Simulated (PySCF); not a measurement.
## IH₂ to IH₇: adding ligands

Level: PBE0 in the def2-TZVP basis family, computed in PySCF with density fitting; scalar-relativistic core potentials for atoms from Rb on, none lighter, no spin–orbit coupling; open shells unrestricted.

Each entry is the lowest minimum that a search over a few typed start shapes (and spin states, where more than one is plausible) found, or that minimum re-optimised at the stated level; isomers with ligand–ligand bonds, or fragments after loss of a ligand pair, can lie lower.

```
molecule  2S+1  point group  mean bond to I (Å)  polar-tensor charge of I  atomisation (kJ/mol)  lowest ω (cm⁻¹)  distinct angles (°)
     IH₂     2          C2v               1.792                      0.25                   313              276                  155
     IH₃     ?            ?                   ?                         ?                     ?                ?                    ?
     IH₄     2          D4h               1.796                      1.25                   468              374               90/180
     IH₅     ?            ?                   ?                         ?                     ?                ?                    ?
     IH₆     2           Oh               1.796                      2.09                   590              552               90/180
     IH₇     1          D5h               1.749                      2.44                   562              456        72/90/144/180
```

Task: Fill in the row of IH₃.

Result: 2S+1: 1; point group: C2v; mean bond to I (Å): 1.761; polar-tensor charge of I: 0.91; atomisation (kJ/mol): 443; lowest ω (cm⁻¹): 835; distinct angles (°): 81/163.

Task: Fill in the row of IH₅.

Result: 2S+1: 1; point group: C4v; mean bond to I (Å): 1.780; polar-tensor charge of I: 1.70; atomisation (kJ/mol): 546; lowest ω (cm⁻¹): 553; distinct angles (°): 82/89/164.

Left out of the table are members whose search was unfinished or whose lowest solution was spin-contaminated, unstable, very soft or bonded differently.
